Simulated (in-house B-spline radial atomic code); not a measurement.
Radial electron density of the gold ion Au⁸⁺, [Xe] 4f14 5d3. Method: scalar-relativistic (X2C) LDA exchange-only, spin-polarised, spherical fractional occupations, Fermi nucleus of rms radius 5.4371 fm. Calculated with an all-electron radial atomic-structure program (B-spline basis).

One-electron X2C: radii and densities carry no picture-change correction, so inner-shell <1/r> comes out high (for 1s by about 2 % at Z = 33, 5 % at 54, 10 % at 75, 30 % at 118) and <r> low.

Columns: r (bohr), 4πr²n(r) (electrons per bohr), bar.

```
0.000312    3.675 #
0.000383    4.859 #
0.000472    6.433 ##
 0.00058    8.453 ###
0.000714    11.09 ###
0.000879    14.47 ####
 0.00108    18.73 ######
 0.00133    24.15 #######
 0.00164    30.93 #########
 0.00201    38.92 ############
 0.00248     48.7 ###############
 0.00305    59.77 ##################
 0.00375    71.93 ######################
 0.00462    84.64 #########################
 0.00568    96.58 #############################
 0.00699    106.5 ################################
 0.00861    112.6 ##################################
  0.0106    113.7 ##################################
   0.013    109.9 #################################
   0.016    102.9 ###############################
  0.0197    97.01 #############################
  0.0243    97.96 #############################
  0.0299    109.2 #################################
  0.0368    128.1 ######################################
  0.0452    144.5 ###########################################
  0.0557    146.7 ############################################
  0.0685    132.6 ########################################
  0.0843    116.4 ###################################
   0.104    117.4 ###################################
   0.128    132.8 ########################################
   0.157    134.9 ########################################
   0.193      109 #################################
   0.238    79.51 ########################
   0.292    77.39 #######################
    0.36    88.55 ###########################
   0.443    80.48 ########################
   0.545    54.25 ################
   0.671    32.51 ##########
   0.825    22.69 #######
    1.02    16.46 #####
    1.25    9.767 ###
    1.54    4.082 #
    1.89    1.191 
    2.33   0.2178 
    2.86  0.02439 
    3.52 0.001347 
    4.34    3e-05
```

On this grid the curve has 4 maxima, near 0.0106, 0.0557, 0.157, 0.36 bohr.

The 5p down radial function P(r) = rR(r), positive near the nucleus:

```tsv
r (bohr)	P
0.000472	0.001263
0.000714	0.002254
0.00108	0.004091
0.00164	0.00759
0.00248	0.01415
0.00375	0.02644
0.00568	0.0491
0.00861	0.08895
0.013	0.1522
0.0197	0.2384
0.0299	0.3146
0.0452	0.2905
0.0685	0.05139
0.104	-0.336
0.157	-0.3896
0.238	0.2345
0.36	0.6422
0.545	-0.1736
0.825	-1.126
1.25	-0.9039
1.89	-0.2526
2.86	-0.01956
```
